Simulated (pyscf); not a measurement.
Single points on ωB97X-D3(BJ)/def2-SVP structures (PySCF, gas phase). MP2 and CC: frozen core, UHF for open shells. ΔMP2 is the change of the MP2 total energy from the triple- to the quadruple-zeta basis. Singlets are restricted, triplets unrestricted.

Singlet (Å):
```xyz
7

C      1.2343     1.6180    -0.3977
C     -0.0564     1.0459    -0.5424
C     -0.2906    -0.1481     0.0523
F     -0.9916     1.5446    -1.3855
H      1.3916     2.2952    -1.2672
H     -1.1440    -0.7730    -0.2336
H      0.4151    -0.4974     0.8070
```

Triplet (Å):
```xyz
7

C      0.9261     0.2268    -0.4530
C     -0.4104    -0.1029    -0.3586
C     -1.0282    -0.7231     0.7046
F     -1.1806     0.2212    -1.4248
H      1.5680     0.7038    -1.1936
H     -0.4459    -1.0013     1.5838
H     -2.0985    -0.9353     0.6668
```

Task: For these two minima of `[CH][C](=[CH2])[F]`, which spin state lies lower at CCSD(T)/def2-TZVPP + ΔMP2(QZVPP), and by how much (electronic energies)?

Result: The triplet, by 11.0 kJ/mol. Zero-point energy shifts E(triplet) − E(singlet) by -2.9 kJ/mol. :HC–C(=CH₂)–F [triplet] lies 205.3 kJ/mol over its isomer H₂C=C=CH–F (electronic energy, ωB97M-D3(BJ)/def2-TZVP). 

E(triplet) − E(singlet) by level (kJ/mol):

```tsv
level	gap
ωB97X-D3(BJ)/def2-TZVP	-18.0
PBE/def2-TZVP	-27.7
r²SCAN/def2-TZVP	-57.8
B3LYP-D3(BJ)/def2-TZVP	-22.9
PBE0-D3(BJ)/def2-TZVP	-43.2
M06-2X/def2-TZVP	-29.7
ωB97M-D3(BJ)/def2-TZVP	-11.7
HF/def2-TZVP	-122.0
MP2/def2-QZVPP	+4.4
CCSD/def2-TZVPP	-27.6
CCSD(T)/def2-TZVPP	-15.4
CCSD(T)/def2-TZVPP + ΔMP2(QZVPP)	-11.0
```

The triplet is the lowest one reached from the SCF start used. A restricted singlet here is unstable towards spin polarisation, as is usual where a triplet lies low; its energy is less safe. The CCSD(T) − MP2 part came from Ansatz, without density fitting, on the same reference. A UHF reference is spin-contaminated (<S²> up to 2.24), which harms MP2 most.
